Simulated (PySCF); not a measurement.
Atoms are numbered as in `[CH3:1][O:2]/[C:3]([SiH3:4])=[C:5](/[F:6])[SiH2:7][CH:8]1[CH2:9][CH2:10]1` (H(Xn): hydrogen on atom n). Ha(C9), Ha(C10) are cis to Si7 on the ring; Hb(C9), Hb(C10) are trans to Si7 on the ring.

- σ from GIAO-PBE0/pcSseg-1
- structure optimised with GFN2-xTB
- run in PySCF 2.14.0 with density-fitted response routines
- non-relativistic Hamiltonian, equivalent nuclei averaged, no solvent, single conformer

Chemical shifts δ = σref − σ; TMS for ¹³C (σ = 186.93 ppm) and ¹H (σ = 31.72 ppm) and ²⁹Si (σ = 349.16 ppm); H2O for ¹⁷O (σ = 336.08 ppm); CFCl3 for ¹⁹F (σ = 170.95 ppm), all at this level.

| atoms | nucleus | count | δ (ppm) |
| --- | --- | --- | --- |
| H(C1) | ¹H | 3 | 3.89 |
| C9/C10 | ¹³C | 2 | ? |
| O2 | ¹⁷O | 1 | ? |
| Si7 | ²⁹Si | 1 | -43.9 |
| C1 | ¹³C | 1 | 58.6 |
| C8 | ¹³C | 1 | -4.8 |
| C3 | ¹³C | 1 | 162.0 |
| Ha(C9)/Ha(C10) | ¹H | 2 | 0.25 |
| F6 | ¹⁹F | 1 | -144.7 |
| H(C8) | ¹H | 1 | ? |
| Si4 | ²⁹Si | 1 | ? |
| H(Si4) | ¹H | 3 | 4.41 |
| H(Si7) | ¹H | 2 | 4.22 |
| C5 | ¹³C | 1 | 177.3 |
| Hb(C9)/Hb(C10) | ¹H | 2 | ? |

Estimate the values marked ?.

Results:


- C9/C10: 4.8 ppm, three-membered-ring carbon; carbons of three-membered rings are unusually shielded
- Hb(C9)/Hb(C10): 0.68 ppm, hydrogen on a three-membered-ring carbon; cyclopropane-type protons are shielded by the ring
- H(C8): -0.20 ppm, hydrogen on a three-membered-ring carbon; cyclopropane-type protons are shielded by the ring
- O2: 76.9 ppm, ether oxygen
- Si4: -99.9 ppm, silicon bonded to C, 3 H

Shifts are as computed. Against solution values, carbons near 30 ppm lie about +3 ppm off and those near 130 ppm about +5 ppm. Of 1309 compounds with measured shifts, 239 miss one by over three times the rms of a fit or turn the order of signals round; such compounds aren't used in these exercises. Unscaled 19F shifts against computed CFCl3 carry errors that often reach 10 to 50 ppm. Experimental scales use liquid or dissolved standards, which lie at an offset from isolated H2O (liquid H2O: subtract about 36 ppm).
